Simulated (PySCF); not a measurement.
## Assigning NMR signals

Molfile (atoms numbered from 1):
```
C9H14Si
     RDKit          3D

 24 25  0  0  0  0  0  0  0  0999 V2000
   -2.8444   -1.2362    0.1965 C   0  0  0  0  0  0  0  0  0  0  0  0
   -1.3530   -1.1287   -0.0944 C   0  0  0  0  0  0  0  0  0  0  0  0
   -0.8311    0.2761   -0.1716 C   0  0  0  0  0  0  0  0  0  0  0  0
   -1.5582    1.4002   -0.0969 C   0  0  0  0  0  0  0  0  0  0  0  0
   -0.4520    2.9129   -0.2264 Si  0  0  0  0  0  4  0  0  0  0  0  0
    1.0239    1.7623   -0.3861 C   0  0  0  0  0  0  0  0  0  0  0  0
    0.6250    0.4824   -0.3350 C   0  0  0  0  0  0  0  0  0  0  0  0
    1.5180   -0.6978   -0.4272 C   0  0  0  0  0  0  0  0  0  0  0  0
    2.0257   -1.3514    0.8315 C   0  0  0  0  0  0  0  0  0  0  0  0
    2.9706   -0.6187   -0.0692 C   0  0  0  0  0  0  0  0  0  0  0  0
   -3.1350   -2.2823    0.2686 H   0  0  0  0  0  0  0  0  0  0  0  0
   -3.0873   -0.7474    1.1373 H   0  0  0  0  0  0  0  0  0  0  0  0
   -3.4270   -0.7748   -0.5976 H   0  0  0  0  0  0  0  0  0  0  0  0
   -1.1377   -1.6318   -1.0433 H   0  0  0  0  0  0  0  0  0  0  0  0
   -0.7943   -1.6616    0.6813 H   0  0  0  0  0  0  0  0  0  0  0  0
   -2.6272    1.3893    0.0261 H   0  0  0  0  0  0  0  0  0  0  0  0
   -0.4311    3.7308    0.9887 H   0  0  0  0  0  0  0  0  0  0  0  0
   -0.6914    3.7258   -1.4204 H   0  0  0  0  0  0  0  0  0  0  0  0
    2.0581    2.0330   -0.5168 H   0  0  0  0  0  0  0  0  0  0  0  0
    1.2580   -1.3744   -1.2355 H   0  0  0  0  0  0  0  0  0  0  0  0
    1.7700   -0.8894    1.7739 H   0  0  0  0  0  0  0  0  0  0  0  0
    2.0716   -2.4299    0.8711 H   0  0  0  0  0  0  0  0  0  0  0  0
    3.3638    0.3234    0.2792 H   0  0  0  0  0  0  0  0  0  0  0  0
    3.6733   -1.1922   -0.6551 H   0  0  0  0  0  0  0  0  0  0  0  0
  1  2  1  0
  2  3  1  0
  3  4  2  0
  4  5  1  0
  5  6  1  0
  6  7  2  0
  7  8  1  0
  8  9  1  0
  9 10  1  0
  7  3  1  0
 10  8  1  0
  1 11  1  0
  1 12  1  0
  1 13  1  0
  2 14  1  0
  2 15  1  0
  4 16  1  0
  5 17  1  0
  5 18  1  0
  6 19  1  0
  8 20  1  0
  9 21  1  0
  9 22  1  0
 10 23  1  0
 10 24  1  0
M  END
```

Computed data (PySCF): structure optimised with GFN2-xTB, GIAO PBE0/pcSseg-1 shieldings. Relativity neglected, no solvent, one computed conformer, equivalent nuclei averaged.

Shifts are taken against calculated references (same method and geometry level): 13C (σref 186.93), 1H (σref 31.72) vs TMS.

(1) Assign these signals to the numbered atoms. 13C{1H} NMR (computed): δ 173.2, 173.0, 126.4, 123.2, 29.6, 17.8, 13.1, 8.1.

(2) Assign these signals to the numbered atoms. 1H NMR (500 MHz, computed): δ 5.71 (t, 1H), 5.70 (t, 1H), 4.53 (m, 2H), 2.67 (q, 2H), 1.64 (m, 1H), 1.31 (t, 3H), 0.73 (m, 2H), 0.49 (m, 2H).

Answers

(1) 
173.2 → C7, fully substituted alkene carbon
173.0 → C3, fully substituted alkene carbon
126.4 → C6, alkene CH: as expected for a trigonal carbon in a double bond
123.2 → C4, alkene CH
29.6 → C2, allylic sp3 CH2: aliphatic region, no heteroatom directly attached
17.8 → C8, three-membered-ring carbon: carbons of three-membered rings are unusually shielded
13.1 → C1, methyl carbon: aliphatic region, no heteroatom directly attached
8.1 → C9/C10, three-membered-ring carbon: carbons of three-membered rings are unusually shielded

C7 and C3 lie closer than the usual error of such a calculation, so a measured spectrum could show them in the other order.

(2) 
```tsv
δ (ppm)	atoms	environment	reason
5.71	H19	hydrogen on an alkene CH	olefinic region
5.70	H16	hydrogen on an alkene CH	–
4.53	H17/H18	hydrogen on a silicon bonded to 2 C, in a 5-membered ring	–
2.67	H14/H15	hydrogen on an allylic sp3 CH2	allylic position
1.64	H20	hydrogen on a three-membered-ring carbon	–
1.31	H11/H12/H13	hydrogen on a methyl carbon	–
0.73	H22/H24	hydrogen on a three-membered-ring carbon	cyclopropane-type protons are shielded by the ring
0.49	H21/H23	hydrogen on a three-membered-ring carbon	–
```

H19 and H16 lie closer than the usual error of such a calculation, so a measured spectrum could show them in the other order.

Shifts are as computed. Against solution values, carbons near 30 ppm lie about +3 ppm off and those near 130 ppm about +5 ppm. Of 1211 compounds with measured shifts, 218 miss one by over three times the rms of a fit or turn the order of signals round; such compounds aren't used in these exercises. Multiplicities follow the n + 1 count of equivalent neighbours, as no J values were calculated; m marks all less simple cases, F and P coupling included.
